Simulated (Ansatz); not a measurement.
**Swapping F for Br on Si: the mean Si–F bond length**

Gas-phase molecules. On one Si centre, n of the F ligands are replaced by Br. The mean Si–F bond length y in Å at PBE0-D4/def2-TZVP. The shapes are optimised at that level. Programs: Ansatz 0.2.0.

| molecule | n | y (Å) |
| --- | --- | --- |
| SiF4 | 0 | 1.562 |
| SiBrF3 | 1 | ? |
| SiBr2F2 | 2 | 1.573 |
| SiBr3F | 3 | 1.579 |

Fit y = c + s·n to the known rows and predict SiBrF3.


1. Means of the 3 rows: n = 1.66667, y = 1.5713.
2. Σ(Δn)² = 4.6667, Σ(Δn·Δy) = 0.026333, so the slope is 0.026333/4.6667 = 0.0056427.
3. Intercept: 1.5713 − (0.0056427) × 1.66667 = 1.5619. The largest residual of the fit is 0.0002.
4. SiBrF3: 1.5619 + (0.0056427) × 1 = 1.568 Å.

The run gave 1.567 Å, so the prediction is off by +0.001 Å, at the rounding of the table. The steps per swap are +0.005, +0.006, +0.006 Å. Relativity is left out for Br.
